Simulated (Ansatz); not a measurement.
Geometry optimisation, Ansatz, RKS PBE/6-31G*.

Input file:

```yaml
crystal:
  periodic: [false, false, false]
  atoms:
    - { symbol: B, position_ang: [0.009619, -0.347255, -0.417176] }
    - { symbol: C, position_ang: [0.030994, -0.243572, 2.389872] }
    - { symbol: H, position_ang: [-0.901871, -0.560674, 2.885412] }
    - { symbol: H, position_ang: [0.829641, -0.126725, 3.142238] }
    - { symbol: H, position_ang: [-0.135774, 0.725636, 1.89436] }
    - { symbol: H, position_ang: [0.986686, 0.358137, -0.451943] }
    - { symbol: H, position_ang: [-1.124898, 0.075061, -0.457398] }
    - { symbol: O, position_ang: [0.252374, -1.706844, -0.45432] }
    - { symbol: C, position_ang: [-0.829194, -2.643175, -0.473959] }
    - { symbol: H, position_ang: [-0.674866, -3.376495, 0.33557] }
    - { symbol: H, position_ang: [-1.806737, -2.146404, -0.340018] }
    - { symbol: H, position_ang: [-0.822716, -3.179664, -1.438367] }
    - { symbol: H, position_ang: [0.338342, -1.005727, 1.64903] }
basis:
  gaussian: { orbitals: "6-31G*" }
hamiltonian:
  xc: pbe
relax:
  f_tol: 0.03
  max_steps: 50
```

Launched with:

```bash
$ ansatz run input.yaml --threads 1 --pin off --max-ram 2048MiB --backend cpu --events-out ev --progress --plain --runs-dir out
```

Where does it end, and by what steps?

The forces met the threshold. The force dipped under the threshold on the way, but the program's further checks kept it going. After 28 steps the energy has fallen by 0.187 eV; H7 moved furthest, 1.27 Å.

| step | energy less start (eV) | largest force component (eV/Å) | accepted |
| --- | --- | --- | --- |
| 0 | 0.0000 | 0.839 | yes |
| 1 | -0.1238 | 0.476 | yes |
| 2 | -0.1519 | 0.433 | yes |
| 3 | -0.1670 | 0.142 | yes |
| 4 | -0.1693 | 0.085 | yes |
| 5 | -0.1688 | 0.095 | no |
| 6 | -0.1702 | 0.045 | yes |
| 7 | -0.1710 | 0.012 | yes |
| 8 | -0.1715 | 0.039 | yes |
| 9 | -0.1718 | 0.025 | yes |
| 10 | -0.1676 | 0.234 | no |
| 11 | -0.1730 | 0.031 | yes |
| 12 | -0.1740 | 0.069 | yes |
| 13 | -0.1733 | 0.137 | no |
| 14 | -0.1748 | 0.059 | yes |
| 15 | -0.1757 | 0.089 | yes |
| 16 | -0.1759 | 0.184 | yes |
| 17 | -0.1775 | 0.137 | yes |
| 18 | -0.1778 | 0.058 | yes |
| 19 | -0.1787 | 0.007 | yes |
| 20 | -0.1773 | 0.212 | no |
| 21 | -0.1801 | 0.041 | yes |
| 22 | -0.1812 | 0.096 | yes |
| 23 | -0.1821 | 0.100 | yes |
| 24 | -0.1836 | 0.108 | yes |
| 25 | -0.1843 | 0.156 | yes |
| 26 | -0.1842 | 0.191 | no |
| 27 | -0.1860 | 0.061 | yes |
| 28 | -0.1868 | 0.008 | yes |

```xyz
13
Properties=species:S:1:pos:R:3
B -0.005 -0.374 -1.288
C 0.073 -0.379 2.942
H -0.684 -1.068 3.348
H 0.934 -0.340 3.627
H -0.363 0.627 2.846
H 0.962 0.335 -1.417
H -1.103 -0.094 -1.720
O 0.195 -1.534 -0.618
C -0.869 -2.468 -0.400
H -0.985 -2.617 0.686
H -1.820 -2.107 -0.831
H -0.592 -3.429 -0.864
H 0.407 -0.730 1.954
```

Whether the end is a true minimum wasn't checked by a vibrational analysis.

The run took 79 s on 1 thread of Arm Neoverse V1 (shared host), peak memory 0.12 GiB.
